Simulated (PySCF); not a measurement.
C5H6F2, SMILES C1C[C@H](C=1)C(F)F.

The structure is a stationary point at PBE0-D3(BJ)/def2-SVP. The structure was generated by enumeration; whether it is a known compound was not checked. Other conformers were not sampled.

Method: SMD-B3LYP/def2-SVP run with PySCF.

Solvation free energies are E(SMD) − E(gas) at the gas-phase geometry, for 1 M in both phases. In vacuum the dipole moment is 1.84 D.

```
solvent                ΔG(solv) (kcal/mol)  its non-electrostatic (CDS) part  dipole (D)
---------------------  -------------------  --------------------------------  ----------
water                           (withheld)                        (withheld)  (withheld)
N,N-dimethylformamide                 -4.4                              -0.1        2.27
n-hexane                              -3.8                              -2.2        1.99
```

### Question
Complete the blanks. (The exact figures need the calculation; the answer reports its results.)

### Answer

- water, ΔG(solv) (kcal/mol): -0.8
- water, its non-electrostatic (CDS) part: 3.7
- water, dipole (D): 2.28
